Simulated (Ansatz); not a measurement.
`[F][Mo]([F])([F])(=[S])[Cl]` + `[OH][GaH][SeH]` → `[OH][Mo]([F])([F])(=[S])[Cl]` + `[F][GaH][SeH]`  (redistribution)

Computed with Ansatz on PBE0-D4/def2-TZVP structures; ΔE is electronic, products minus reactants. CBS: MP2 limit from def2 TZ/QZ plus the TZ coupled-cluster correction, frozen cores. DFT in def2-TZVPP. def2 core potentials past Kr. For Ga, Mo, Se outer-core shells are correlated without core-valence functions, which leaves a few kJ/mol of doubt a bond. Scalar relativity is left out up to krypton. Each species was taken in one conformer, which may not be the lowest.

Task: Is it downhill or uphill in electronic energy at CCSD(T)/CBS, and by how much? (Best estimate.)

Result: Ansatz gave: Downhill: ΔE = -0.09 eV.

Task: What do these levels give: B97M-V, r2SCANh-D4, MP2/def2-SVP, MP2/def2-TZVPP, SCS-MP2/def2-TZVPP, SCS-MP2/def2-QZVPP? (Estimate.)

Result: The calculation gave: B97M-V -0.07, r2SCANh-D4 -0.07, MP2/def2-SVP -0.17, MP2/def2-TZVPP -0.11, SCS-MP2/def2-TZVPP -0.11, SCS-MP2/def2-QZVPP -0.10 eV.

Largest T1 diagnostic among the species: 0.024, so the coupled-cluster value is less sure than usual.

Leaving LDA and LC-ωPBE aside and taking each functional with its dispersion term where it has one, the values, not all of them listed here, spread over 0.08 eV, from BHLYP-D4 to PBE-D4. From BLYP to BHLYP (50 % exact exchange), in def2-TZVPP and without D4, ΔE moves by −0.06 eV.
